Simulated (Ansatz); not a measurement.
Species: dichloro(dimethoxy)silane, C$_{2}$H$_{6}$Cl$_{2}$O$_{2}$Si, charge 0, multiplicity 1. SMILES: Cl[Si](Cl)(OC)OC
Coordinates optimised at B3LYP-D3(BJ)/def2-TZVP (Ansatz, a quantum-chemistry and plane-wave program):
```xyz
13

C     -2.4389     1.2487    -0.3828
O     -1.5927     0.1397    -0.6830
Si    -0.0924    -0.0662    -0.1361
Cl    -0.0684    -0.1533     1.9211
Cl     0.5932    -1.8451    -0.8622
O      0.8420     1.1623    -0.6171
C      2.2162     1.3588    -0.2982
H     -3.3866     1.0814    -0.8908
H     -1.9951     2.1793    -0.7406
H     -2.6146     1.3195     0.6926
H      2.3562     1.4276     0.7825
H      2.8229     0.5397    -0.6899
H      2.5309     2.2916    -0.7622
```

Atomisation energy built up term by term with Ansatz (kcal/mol; UHF references for open shells; valence terms freeze the core; atomic spin-orbit terms are left out). CBS(X,Y): correlation extrapolated as X^-3; Hartree-Fock from the larger set.

| term | basis | kcal/mol |
|---|---|---|
| Hartree-Fock | cc-pV(Q+d)Z | 884.40 |
| CCSD correlation | CBS(cc-pV(T+d)Z,cc-pV(Q+d)Z) | 305.28 |
| (T) | CBS(cc-pV(T+d)Z,cc-pV(Q+d)Z) | 21.93 |
| core correlation | cc-pwCVTZ | 3.21 |
| scalar relativity (X2C) | cc-pVTZ-DK against cc-pVTZ | -2.31 |
| sum: De |  | 1212.5 |

(T) makes 1.8 % of the CCSD(T) atomisation energy; under 5 % is typical of single-reference molecules.
